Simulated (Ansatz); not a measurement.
Stepwise reaction of `[CH3][Al]([CH3])[Cl]` with hydrogen sulfide, as a gas-phase model of exchange steps in deposition or etching. ΔE in kJ/mol.

Program: Ansatz. Geometries: PBE0-D4/def2-TZVP. ΔE: electronic, gas phase. CBS: MP2 limit from def2 TZ/QZ plus the TZ coupled-cluster correction, frozen cores. This one scheme is used for every species. DFT in def2-TZVPP. B3LYP here is the variant with VWN-RPA as its local correlation; programs differ in this. Each species was taken in one conformer, which may not be the lowest.

| step | reaction | PBE-D4 | B3LYP-D4 | ωB97M-V | CCSD(T)/CBS |
| --- | --- | --- | --- | --- | --- |
| 1 | `[CH3][Al]([CH3])[Cl]` + H₂S → `[CH3][Al]([SH])[Cl]` + CH₄ | -121.0 | -121.7 | -118.7 | -122.0 |

Question: Give the row of step 2, `[CH3][Al]([SH])[Cl]` + H₂S → `[SH][Al]([SH])[Cl]` + CH₄. (Best estimate.)

Answer: Computed: 
| step | reaction | PBE-D4 | B3LYP-D4 | ωB97M-V | CCSD(T)/CBS |
| --- | --- | --- | --- | --- | --- |
| 2 | `[CH3][Al]([SH])[Cl]` + H₂S → `[SH][Al]([SH])[Cl]` + CH₄ | -108.6 | -109.5 | -106.5 | -110.1 |

Question: By hand: ΔE of the 2 steps together at CCSD(T)/CBS.

Answer: (-122.0) + (-110.1) = -232.1 kJ/mol, or -116.0 kJ/mol a step.

In ΔE each step is higher than the one before. All are downhill at CCSD(T)/CBS. PBE-D4 differs from CCSD(T)/CBS by 1.0 to 1.5 kJ/mol a step. Isolated molecules leave out the surface, adducts and barriers. Largest T1 diagnostic: 0.010.
